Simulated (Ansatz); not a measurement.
C4H7ClSi, SMILES C=C=C(C)[SiH2]Cl.

The structure is a stationary point at TPSSh-D3(BJ)/def2-SVP. The structure was generated by enumeration, and PubChem lists no compound with its InChIKey, so it may never have been made. One conformer was computed; it need not be the lowest.

Two levels are set side by side: PBE/def2-SVPD (Ansatz, a first-principles code) and CAM-B3LYP/def2-SVPD (Ansatz). Energy differences of separate SCF runs at the same geometry; the states with an electron removed or added have multiplicity 2 and 2. Differences are taken from unrounded values.

| quantity | CAM-B3LYP |
|---|---|
| vertical ionisation energy (eV) | 9.63 |
| vertical singlet–triplet gap (eV) | 4.59 |

Problem. What does PBE give, and how far is it from CAM-B3LYP? (Estimate from the structure and the level; the computed values follow.)

Solution. 
| quantity | PBE | PBE minus CAM-B3LYP |
|---|---|---|
| vertical ionisation energy (eV) | 9.23 | -0.40 |
| vertical singlet–triplet gap (eV) | 4.39 | -0.20 |
